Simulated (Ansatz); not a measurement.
One change: `N=[C](F)[Zn][F]` becomes `N=C(F)[S][GeH3]`.

Ansatz, PBE0-D4/def2-TZVP geometries, multiplicity 1. Each molecule was computed in one conformer, which needn't be the lowest.

Scalar relativity is left out up to krypton.

| property | `N=[C](F)[Zn][F]` |
| --- | --- |
| HOMO energy (PBE/def2-TZVPP) / eV | -6.98 |
| HOMO energy (PBE0/def2-TZVPP) / eV | -8.32 |
| ideal-gas entropy at 298 K and 1 bar (rigid rotor, harmonic PBE0-D4/def2-TZVP) / J/(mol·K) | 329 |
| LUMO energy (ωB97M-V/def2-TZVPP) / eV | 0.27 |
| size of the dipole moment (PBE/def2-TZVPP) / D | 1.10 |
| LUMO energy (PBE/def2-TZVPP) / eV | -2.40 |

Question: What does the change do to each property? (Best estimate.)

Answer: Ansatz gave: 
```json
{"property": "HOMO energy (PBE/def2-TZVPP) / eV", "`N=C(F)[S][GeH3]`": "-6.34", "shift": "0.64"}
{"property": "HOMO energy (PBE0/def2-TZVPP) / eV", "`N=C(F)[S][GeH3]`": "-7.52", "shift": "0.80"}
{"property": "ideal-gas entropy at 298 K and 1 bar (rigid rotor, harmonic PBE0-D4/def2-TZVP) / J/(mol·K)", "`N=C(F)[S][GeH3]`": "356", "shift": "27"}
{"property": "LUMO energy (ωB97M-V/def2-TZVPP) / eV", "`N=C(F)[S][GeH3]`": "1.52", "shift": "1.25"}
{"property": "size of the dipole moment (PBE/def2-TZVPP) / D", "`N=C(F)[S][GeH3]`": "2.24", "shift": "1.14"}
{"property": "LUMO energy (PBE/def2-TZVPP) / eV", "`N=C(F)[S][GeH3]`": "-1.31", "shift": "1.09"}
```

With PBE0 the HOMO rises by 0.80 eV and the LUMO rises by 1.10 eV, so the gap widens by about 0.30 eV. PBE moves the HOMO by 0.64 eV and ωB97M-V by 0.99 eV. The zero-point energy changes by 62.5 kJ/mol with +9 modes. Dipoles are sizes alone; their direction can turn. Modes under 60 cm⁻¹, often nearly free rotors, make the harmonic entropy too high.

Positive LUMOs are unbound, so they and the gaps depend on the basis.
